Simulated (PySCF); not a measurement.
Ba(Cl)2, SMILES [Cl][Ba][Cl] (PBE0/def2-SVP optimised geometry):

```
3

Ba    -0.536    -1.090     0.000
Cl     2.219    -1.090     0.000
Cl    -2.219     1.090     0.000
```

Calculation: PBE0/def2-TZVP, def2 effective core potentials past Kr (PySCF 2.14.0).

### Question
What are the frontier orbital energies and the dipole moment?

### Answer
HOMO-2 -7.71 eV, HOMO-1 -7.69 eV, HOMO -7.54 eV, LUMO -1.95 eV, LUMO+1 -0.99 eV; dipole moment 7.43 D.

On the same geometry PBE/def2-TZVP, def2 effective core potentials past Kr run with PySCF 2.14.0 gives HOMO-2 -6.41 eV, HOMO-1 -6.39 eV, HOMO -6.24 eV, LUMO -2.51 eV, LUMO+1 -1.63 eV; dipole moment 7.11 D.
